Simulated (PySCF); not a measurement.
One molecule, many functionals

Compound: ethylcyclopentane, C7H14.
SMILES: `CCC1CCCC1`

Linear-response calculations in the def2-SVPD basis (PySCF; singlets by full response, triplets Tamm–Dancoff, core orbitals frozen in the response; HF means time-dependent Hartree–Fock). 'Strongest' is the level of largest summed f among the singlets computed (10 roots, of which the last may lack a degenerate partner); it can jump between rows when another state enters that window. S1 is the lowest singlet of each run and needn't be the same state throughout; f(S1) is that of one state. The structure is a single PBE0-D3(BJ)/def2-SVP conformer in the gas phase; no vibrational or solvent corrections.

```tsv
functional	kind	S1 (eV)	f(S1)	strongest (eV)	T1 (eV)	HOMO (eV)	gap (eV)	ionisation energy, ΔSCF (eV)
LDA	LDA	7.16	0.001	8.00	7.04	-7.17	7.12	10.12
PBE	GGA	7.27	0.002	7.58	7.12	-7.17	7.23	10.04
B3LYP	global hybrid, 20% exact exchange	7.95	0.002	8.59	7.75	-8.36	8.84	10.42
PBE0	global hybrid, 25% exact exchange	8.16	0.002	8.86	7.91	-8.53	9.30	10.43
BHandHLYP	global hybrid, 50% exact exchange	8.78	0.002	9.50	8.45	-9.88	11.16	10.94
CAM-B3LYP	range-separated hybrid	8.45	0.002	9.18	8.16	-9.97	11.40	not settled
wB97X-D	range-separated hybrid	8.70	0.002	9.46	8.53	-10.44	12.88	not settled
LC-wPBE	range-separated hybrid	9.12	0.001	9.89	8.68	-11.29	13.83	not settled
HF	Hartree–Fock	9.79	0.001	10.54	9.08	-11.93	14.77	not settled
```

S1 runs from 7.16 eV (LDA) to 9.79 eV (HF), a spread of 2.62 eV, while the orbital gap spreads over 7.7 eV. Along PBE (0%), B3LYP (20%), PBE0 (25%), BHandHLYP (50%), HF (100%) S1 rises with the share of exact exchange. −ε(HOMO) comes closest to its own ΔSCF ionisation energy with BHandHLYP (-1.06 eV) and misses most with LDA (-2.95 eV). 'Not settled' means that the ion's SCF failed to converge or may have ended in another state than the lowest.
